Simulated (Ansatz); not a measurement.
Program: Ansatz. Geometries: PBE0-D4/def2-TZVP. ΔE: electronic, gas phase. CCSD(T)/CBS adds triple-zeta CCSD(T) − MP2 to the extrapolated MP2 energy (def2 sets, frozen cores). This one scheme is used for every species. For Br, Ga outer-core shells are correlated without core-valence functions, which leaves a few kJ/mol of doubt a bond. Scalar relativity is left out up to krypton. One conformer a species, not always the lowest.

Consider the cleavage of the Ga–Si bond: `[OH][Ga]([SiH3])[SH]` + HBr → `[OH][Ga]([SH])[Br]` + SiH₄.

```json
{"species": "`[OH][Ga]([SiH3])[SH]`", "CCSD(T)/CBS(def2) energy (Eh)": "-2689.04657"}
{"species": "HBr", "CCSD(T)/CBS(def2) energy (Eh)": "-2573.91920"}
{"species": "`[OH][Ga]([SH])[Br]`", "CCSD(T)/CBS(def2) energy (Eh)": "-4971.54004"}
{"species": "SiH₄", "CCSD(T)/CBS(def2) energy (Eh)": "-291.46306"}
```

Work out ΔE.

ΔE = (-4971.54004) + (-291.46306) − (-2689.04657) − (-2573.91920) = -0.03733 Eh = -98.0 kJ/mol.

Largest T1 diagnostic among the species: 0.014.

Leaving LDA and LC-ωPBE aside and taking each functional with its dispersion term where it has one, the values, not all of them listed here, spread over 23.7 kJ/mol, from BHLYP-D4 to PBE-D4. LDA lies +4.3 kJ/mol from PBE without D4. From BLYP to BHLYP (50 % exact exchange), in def2-TZVPP and without D4, ΔE moves by −17.4 kJ/mol. At CCSD(T), def2-SVP lies −6.2 kJ/mol from the extrapolated value and def2-TZVPP −2.8 kJ/mol.
